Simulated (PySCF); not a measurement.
# Exercise with solution: entropy of an ideal gas

SiOCl₂, SMILES [Si](Cl)(Cl)=O.

Geometry optimised at PBE-D3(BJ)/def2-SVP.

PBE-D3(BJ)/def2-SVP (PySCF 2.14.0) gives the harmonic wavenumbers 188, 251, 266, 479, 617, 1206 cm⁻¹ and the rotational temperatures 0.2235, 0.1253, 0.0803 K. The molar mass is 114.98 g/mol, the symmetry number 2, the spin multiplicity 1.

Q: Work out the entropy at 298.15 K and 1 atm in the rigid-rotor, harmonic-oscillator model.

A: 
Translation (Sackur–Tetrode at 1 atm): S = R[1.5 ln M + 2.5 ln T − 1.16487] = 167.9 J/(mol K).
Rotation: q = (√π/σ) T^1.5/√(θA θB θC) = 96200, S = R[ln q + 3/2] = 107.9 J/(mol K).
Vibration: with u = 1.4388 ν/T, each mode gives R[u/(e^u − 1) − ln(1 − e^−u)]:
| ν (cm⁻¹) | modes | u | S (J/(mol K)) |
|---|---|---|---|
| 188 | 1 | 0.91 | 9.40 |
| 251 | 1 | 1.21 | 7.21 |
| 266 | 1 | 1.28 | 6.79 |
| 479 | 1 | 2.31 | 2.98 |
| 617 | 1 | 2.98 | 1.76 |
| 1206 | 1 | 5.82 | 0.17 |
These are all the modes. Sum 28.3 J/(mol K).
Spin: R ln 1 = 0.0 J/(mol K).
Total 304.1 J/(mol K); the program's own thermochemistry gives 304.1. Translation makes up 55 % and vibration 9 %. Anharmonicity, hindered rotation and orbital degeneracy are left out.
